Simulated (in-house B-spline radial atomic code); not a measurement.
A fraction x of an electron is removed from 2p in Ar VI (Ar5+), starting from [Ne] 3s2 3p1 and keeping the highest spin. All numbers are computed (scalar-relativistic (X2C) TPSSh, spin-polarised, spherical fractional occupations; Fermi nucleus of rms radius 3.4274 fm) with an all-electron radial atomic-structure program (B-spline basis), not measured.

Caution: exact exchange at fractional occupations of open shells leaves self-interaction of up to several eV.

```
   x  E(x) - E(0) (eV)  2p down level (eV)
   0            0.0000            -323.516
0.04           12.9786            -325.416
0.25           82.3679            -335.450
0.32          105.9672            -338.816
0.49          164.2635            -347.033
 0.5                 ?                   ?
0.54          181.6758            -349.460
0.71          241.7879            -357.751
0.84                 ?                   ?
0.98          340.1700            -371.027
   1          347.6004            -372.015
```

What belongs in the row x = 0.5?

An energy change of 167.7362 eV; 2p down at -347.518 eV.

What belongs in the row x = 0.84?

An energy change of 288.7097 eV; 2p down at -364.127 eV.

Check Janak's theorem between x = 0.04 and 0.25.

The slope of the energy is 330.43 eV; the orbital levels give 330.43 eV (-ε of the emptying orbital, averaged over the two points).
